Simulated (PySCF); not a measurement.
## Spinor energies of Sn¹⁹⁺ (tin, charge +19)

Start: [Ar] 3d10 4s2 4p1; 4p3/2 filled at m_j = +3/2. Calculated with PySCF 2.14 in an uncontracted even-tempered set (18 s from 1.2 bohr⁻², ratio 2.8; 13 p from 1.5 bohr⁻², ratio 2.8; 8 d from 2.7 bohr⁻², ratio 2.8; 4 f from 7.6 bohr⁻², ratio 3): generalised Hartree-Fock with the X2C-1e Hamiltonian and a Gaussian nucleus; one run each with spin-orbit coupling (SO) screened by Boettger's factors, then bare. This is a chosen level, not necessarily the ground level.

```json
{"spinor shell": "1s1/2", "electrons": "2", "ε, screened SO (eV)": "-29880.0", "ε, bare SO (eV)": "-29879.8", "weight of nominal j (bare SO)": "1.000", "rms radius, bare SO (bohr)": "0.0333"}
{"spinor shell": "2s1/2", "electrons": "2", "ε, screened SO (eV)": "-5048.1", "ε, bare SO (eV)": "-5048.0", "weight of nominal j (bare SO)": "1.000", "rms radius, bare SO (bohr)": "0.136"}
{"spinor shell": "2p1/2", "electrons": "2", "ε, screened SO (eV)": "-4740.2", "ε, bare SO (eV)": "-4747.5", "weight of nominal j (bare SO)": "1.000", "rms radius, bare SO (bohr)": "0.117"}
{"spinor shell": "2p3/2", "electrons": "4", "ε, screened SO (eV)": "-4507.0", "ε, bare SO (eV)": "-4504.0", "weight of nominal j (bare SO)": "1.000", "rms radius, bare SO (bohr)": "0.123"}
{"spinor shell": "3s1/2", "electrons": "2", "ε, screened SO (eV)": "-1411.7", "ε, bare SO (eV)": "-1411.7", "weight of nominal j (bare SO)": "1.000", "rms radius, bare SO (bohr)": "0.357"}
{"spinor shell": "3p1/2", "electrons": "2", "ε, screened SO (eV)": "-1284.3", "ε, bare SO (eV)": "-1285.7", "weight of nominal j (bare SO)": "1.000", "rms radius, bare SO (bohr)": "0.350"}
{"spinor shell": "3p3/2", "electrons": "4", "ε, screened SO (eV)": "-1239.8", "ε, bare SO (eV)": "-1239.2", "weight of nominal j (bare SO)": "1.000", "rms radius, bare SO (bohr)": "0.361"}
{"spinor shell": "3d3/2", "electrons": "4", "ε, screened SO (eV)": "-1021.1", "ε, bare SO (eV)": "-1022.5", "weight of nominal j (bare SO)": "0.999", "rms radius, bare SO (bohr)": "0.332"}
{"spinor shell": "3d5/2", "electrons": "6", "ε, screened SO (eV)": "-1012.0", "ε, bare SO (eV)": "-1011.1", "weight of nominal j (bare SO)": "0.999", "rms radius, bare SO (bohr)": "0.336"}
{"spinor shell": "4s1/2", "electrons": "2", "ε, screened SO (eV)": "-576.96", "ε, bare SO (eV)": "-576.96", "weight of nominal j (bare SO)": "1.000", "rms radius, bare SO (bohr)": "0.784"}
{"spinor shell": "4p3/2", "electrons": "1", "ε, screened SO (eV)": "-524.61", "ε, bare SO (eV)": "-524.46", "weight of nominal j (bare SO)": "1.000", "rms radius, bare SO (bohr)": "0.824"}
```

```tsv
quantity	screened SO	bare SO
E (hartree)	-6025.59922	-6025.72728
M_J	3/2	3/2
⟨J²⟩	3.753	3.753
⟨L²⟩	2.013	2.014
⟨S²⟩	0.761	0.763
```

Each row is a mean over spinors that exchange with the open shell spreads, by up to 7.286 eV (4s1/2).

Breit and QED terms are absent; they matter most for the inner s and p1/2 levels.

Densities and radii are taken from the X2C orbitals without a picture-change correction, which distorts them close to the nucleus.
